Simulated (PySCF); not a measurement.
# AsC⁺: energy against distance

Set-up: PySCF, scalar-relativistic core potentials, basis sets As aug-cc-pVDZ-PP with ECP10, C aug-cc-pVDZ. Energies in eV from As⁺ + C in their ground configurations at the same level. State: ³Π (triplet), unpaired electrons σ ↑, π ↑.

All columns are BHandHLYP. A positive dipole points towards C; it is taken about the centre of mass and depends on that origin.

```
R (Å)  E (eV)  μ (D)  Mulliken charge on As (basis-dependent)  HOMO (eV)  LUMO (eV)  Mayer bond order  ⟨S²⟩
1.505  -1.906   0.33                                     1.00     -17.07     -12.22              2.27  2.03
1.575  -2.705   0.31                                     1.01     -16.67     -11.96              2.24  2.04
1.645  -3.128   0.30                                     1.03     -16.30     -11.73              2.19  2.07
1.698  -3.267   0.30                                     1.04     -16.07     -11.58              2.12  2.11
1.750  -3.295   0.31                                     1.06     -15.87     -11.44              2.04  2.17
1.802  -3.243   0.32                                     1.07     -15.72     -11.31              1.93  2.24
1.873  -3.091   0.34                                     1.08     -15.59     -11.15              1.79  2.35
1.960  -2.820   0.37                                     1.09     -15.48     -10.96              1.62  2.49
2.065  -2.444   0.50                                     1.07     -15.38     -10.72              1.44  2.63
2.205  -1.966   0.96                                     1.00     -15.16     -10.70              1.16  2.77
```

A fit through these points gives, at Re = 1.740 Å, μ = 0.31 D and dμ/dR = 0.220 D/Å; the reduced mass is 10.34 u.

Task: How strong is the fundamental in the double-harmonic approximation, I = 42.26·(dμ/dR)²/μred km/mol?

Result: I = 42.26·(0.220)²/10.34 = 0.198 km/mol at BHandHLYP.

⟨S²⟩ of the unrestricted solution departs from its pure value on part of the curve, where spin states mix. Spin–orbit coupling is left out. For an ion De counts to the pair picked by the measured ionisation energies or electron affinities, which need not be the lowest pair at this level. The state was picked by a PBE0 search and need not be the measured ground state.
